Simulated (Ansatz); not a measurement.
Consider the substitution at a C–Ge bond: `C#[C][GeH]([C]#C)[C]#C` + `[NH2][SnH3]` → `C#C[NH][SnH3]` + `C#[C][GeH2][C]#C`.

Calculated with Ansatz (gas phase, PBE0-D4/def2-TZVP geometries, no zero-point term in ΔE). CCSD(T)/CBS is the MP2 limit (def2-TZVPP, def2-QZVPP) plus CCSD(T) − MP2 in def2-TZVPP, frozen cores. DFT in def2-TZVPP. HSE06 is defined as in plane-wave codes. Elements past krypton have def2 core potentials. For Ge, Sn outer-core shells are correlated without core-valence functions, which leaves a few kJ/mol of doubt a bond. Scalar relativity is left out up to krypton.

CCSD(T)/CBS gives +59.4 kJ/mol.

**Question.** Another level gave +37.9 kJ/mol. Which?
A. BHLYP/def2-TZVPP
B. HSE06-D4/def2-TZVPP
C. RPA@PBE/def2-TZVPP
D. PBE-QIDH/def2-TZVPP

**Answer.** B. HSE06-D4 37.9, RPA@PBE/def2-TZVPP 65.0, BHLYP 42.8, PBE-QIDH 49.6 kJ/mol.

**Question.** What do rigid-rotor, harmonic-oscillator terms from PBE0-D4/def2-TZVP frequencies (298.15 K, 1 bar) make of the CCSD(T)/CBS value? (Estimate.)

**Answer.** Ansatz gave: ΔZPE = -5.9 kJ/mol, ΔH = +52.7 kJ/mol, ΔS = 6 J/(mol·K), ΔG = +51.0 kJ/mol.

Largest T1 diagnostic among the species: 0.014.

At CCSD(T), def2-SVP lies −20.2 kJ/mol from the extrapolated value and def2-TZVPP +3.6 kJ/mol. In def2-TZVPP, CCSD(T) changes the Hartree–Fock value by +13.6 kJ/mol (the triples alone add +1.5 kJ/mol) and MP2 by +16.3 kJ/mol.

CCSD(T)/CBS has its own doubt, a few kJ/mol and more with outer-core shells, so smaller differences from it don't rank the levels.
